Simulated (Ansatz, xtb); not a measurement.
## Relative energy of two isomers of C4H9Br

Structure a: `CC(C)(C)Br`, a singlet. Structure b: `CC[C@H](C)Br`, a singlet. Both are isolated molecules in the gas phase, relaxed with B3LYP/6-31G*; each stands in its lowest conformer found.

a (Å):

```yaml
atoms:
  - { symbol: C, position_ang: [-1.4045, -0.5294, 0.8366] }
  - { symbol: C, position_ang: [-0.8958, 0.0109, -0.4980] }
  - { symbol: C, position_ang: [-2.0394, 0.4163, -1.4253] }
  - { symbol: C, position_ang: [0.1172, 1.1382, -0.3111] }
  - { symbol: Br, position_ang: [0.0905, -1.5201, -1.4150] }
  - { symbol: H, position_ang: [-0.5803, -0.8613, 1.4742] }
  - { symbol: H, position_ang: [-2.0923, -1.3676, 0.6930] }
  - { symbol: H, position_ang: [-1.9440, 0.2707, 1.3622] }
  - { symbol: H, position_ang: [-2.7334, -0.4126, -1.5910] }
  - { symbol: H, position_ang: [-1.6664, 0.7566, -2.3955] }
  - { symbol: H, position_ang: [-2.5966, 1.2430, -0.9630] }
  - { symbol: H, position_ang: [0.5110, 1.4855, -1.2705] }
  - { symbol: H, position_ang: [-0.3796, 1.9850, 0.1825] }
  - { symbol: H, position_ang: [0.9563, 0.8225, 0.3153] }
```

b (Å):

```xyz
14

C    -0.2785   -0.9614    1.2851
C    -0.0426    0.0699    0.1794
C    -1.2717    0.8732   -0.2400
C    -1.0327    1.7728   -1.4443
Br   -1.9131    2.0183    1.2904
H    -0.5803   -0.4793    2.2198
H     0.6357   -1.5335    1.4774
H    -1.0645   -1.6724    1.0026
H     0.7581    0.7629    0.4662
H     0.3059   -0.4470   -0.7283
H    -2.1231    0.2104   -0.4129
H    -1.9300    2.3384   -1.7084
H    -0.2209    2.4818   -1.2525
H    -0.7502    1.1530   -2.3060
```

Energies in hartree; the thermal terms are from B3LYP/6-31G* harmonic frequencies (ideal gas, rigid rotor, one conformer each, 298.15 K, 1 atm) and include the zero-point energy:

|  | a | b |
| --- | --- | --- |
| E, CCSD(T)/def2-SVP | −2729.608137 | −2729.603398 |
| E, MP2/def2-SVP | −2729.528263 | −2729.522800 |
| E, MP2/def2-TZVPP | −2730.186602 | −2730.181400 |
| zero-point energy | 0.122659 | 0.123367 |
| H(298 K) − E | 0.130354 | 0.131074 |
| G(298 K) − E | 0.092962 | 0.091954 |

Correct the CCSD(T) difference for the basis set by the MP2 change, then work out ΔE, ΔE₀, ΔH and ΔG for a → b in kJ/mol (1 Eh = 2625.50 kJ/mol) and the equilibrium ratio [b]/[a].

1. Differences b − a: CCSD(T) +0.004739, MP2 in the small set +0.005463, MP2 in the large set +0.005202 Eh.
2. ΔE = +0.004739 + (+0.005202 − (+0.005463)) = +0.004478 Eh = +11.76 kJ/mol.
3. ΔE₀ = ΔE + ΔZPE = +0.004478 + (+0.000708) Eh = +13.62 kJ/mol.
4. ΔH = ΔE + (+0.000720) Eh = +13.65 kJ/mol.
5. ΔG = ΔE + (−0.001008) Eh = +9.11 kJ/mol, so ΔS = (ΔH − ΔG)/T = +15.2 J/(mol K).
6. kT = 0.9442 mEh, so K = [b]/[a] = exp(−ΔG/kT) = exp(−3.68) ≈ 0.025.

Structure a is favoured at this temperature. An error of 4 kJ/mol in ΔG would change K by a factor of 5. HF/STO-3G found them nearly level. Mirror images and further conformers aren't counted.

As drawn, both hold the same kinds of bond in the same numbers. Structure a has 3 methyl groups, b 2.

Other levels gave ΔE = +11.0 (GFN2-xTB); −1.4 (HF/STO-3G, GFN2-xTB geometries); +11.7 (r2SCAN-D4/def2-SVP, GFN2-xTB geometries); +5.8 (B3LYP/6-31G*); +5.2 (HF/def2-SVP); +14.3 (MP2/def2-SVP); +12.4 (CCSD(T)/def2-SVP) kJ/mol. The correlated steps freeze 13 core orbitals; the filled d shell of Br is correlated, in a basis made for valence electrons. Programs: Ansatz 0.2.0, xtb 6.7.1.
